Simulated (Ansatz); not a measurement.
Reaction: SiH2Cl2 (dichlorosilane, SMILES Cl[SiH2]Cl) → SiH2Cl2+ (parent SMILES Cl[SiH2]Cl, doublet) + e-
Each species at its own B3LYP-D3(BJ)/def2-TZVP minimum (Ansatz, a program for electronic structure).

Property: adiabatic ionisation energy (electronic), in eV. UHF or UKS for unpaired electrons; spin-orbit terms are left out. CBS(X,Y): correlation extrapolated as X^-3, Hartree-Fock from the larger set. A bracket is a step between two methods taken in the basis named. Functionals run without relativity, which enters their misses. '+ core + X2C': CCSD(T) terms for core correlation (cc-pwCVTZ, 1s frozen past Ne) and scalar relativity (cc-pVTZ-DK). The spin of H2Cl2Si+ (parent SMILES Cl[SiH2]Cl, doublet) was assumed, and the state is the lowest solution found for it.

CCSD(T)/CBS(cc-pV(T+d)Z,cc-pV(Q+d)Z) + [CCSDT(Q) - CCSD(T)]/cc-pV(D+d)Z + core + X2C (Ansatz) gives 11.64 eV.

Problem. What does PBE/def2-TZVPD (Ansatz) give here, and how do the other levels compare?

Solution. PBE gives 10.75 eV, 0.89 eV below it. Differences of the others: r2SCAN/def2-TZVPD (Ansatz) -0.68; B3LYP/def2-TZVPD (Ansatz) -0.47; PBE0/def2-TZVPD (Ansatz) -0.48; wB97M-V/def2-TZVPD (Ansatz) -0.19; CCSD(T)/CBS(cc-pV(T+d)Z,cc-pV(Q+d)Z) + core + X2C (Ansatz) 0.03 eV.
